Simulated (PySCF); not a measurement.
Delta-SCF ions had no search for a lower state. 

Cartesian coordinates (Å):
```xyz
8

C     -1.4949     0.0243    -0.2062
B      0.0225     0.0907    -0.1222
C      1.3898     0.1268     0.0072
N      2.6140     0.2718     0.1329
H     -1.8752    -0.8439    -0.7447
H     -1.8402    -0.0764     0.8314
H     -1.9560     0.9321    -0.5962
H      3.1280    -0.6150     0.1009
```
Charge 0, spin multiplicity 1.

Q: What vertical ionisation energy (Delta-SCF), total energy and HOMO–LUMO gap does CAM-B3LYP-D3(BJ)/def2-TZVP run with PySCF give?

A: 
vertical ionisation energy (Delta-SCF): 7.76 eV
total energy: -158.0934 Ha
HOMO–LUMO gap: 5.16 eV
